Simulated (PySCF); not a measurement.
# Polarisability and C₆ of I⁺ (iodine, charge +1)

[Kr] 4d10 5s2 5p4, high-spin 3P determinant. All numbers are calculated (PySCF 2.14, a scalar-relativistic core potential, in aug-cc-pwCVDZ-PP with ECP28MDF (6s5p4d1f, 48 functions)). Coupled (time-dependent) response in atomic units; α is the mean over directions. A double-zeta set is small for polarisabilities.

```json
{"method": "UHF", "mean α (bohr³)": "20.32", "α xx, yy, zz": "19.77, 21.41, 19.77", "C₆ (like pair)": "177.2", "S(−4)": "71.96"}
{"method": "PBE", "mean α (bohr³)": "20.77", "α xx, yy, zz": "19.99, 22.32, 19.99", "C₆ (like pair)": "180.7", "S(−4)": "78.38"}
{"method": "PBE0", "mean α (bohr³)": "20.47", "α xx, yy, zz": "19.78, 21.86, 19.78", "C₆ (like pair)": "177.8", "S(−4)": "74.77"}
{"method": "wB97X-V", "mean α (bohr³)": "20.36", "α xx, yy, zz": "19.70, 21.66, 19.70", "C₆ (like pair)": "176.4", "S(−4)": "73.78"}
{"method": "BLYP", "mean α (bohr³)": "20.80", "α xx, yy, zz": "20.00, 22.40, 20.00", "C₆ (like pair)": "180.6", "S(−4)": "79.59"}
```

S(−4) is the Cauchy moment in α(ω) = α(0) + S(−4) ω² + …

Spin-orbit coupling is absent.

α(iu) at PBE0:

```tsv
u (hartree)	α(iu) (bohr³)
0	20.47
0.0500	20.29
0.100	19.75
0.200	17.91
0.300	15.56
0.500	11.13
0.750	7.374
1.00	5.163
1.50	2.982
2.00	2.009
3.00	1.167
5.00	0.5834
```

A single London oscillator, α(iu) = α/(1 + u²/ω²), gives C₆ = (3/4) ω α². Matching the computed C₆ needs ω = 4 × 177.8 / (3 × 20.47²) = 0.566 hartree.

For an ion, C₆ is the dispersion term alone; charge-induced terms of lower order in 1/R come first.

The components differ because the open shell of this determinant is not spherical; for a pure term their mean is the scalar polarisability.

Energies and moments cover only the electrons outside the core potential.
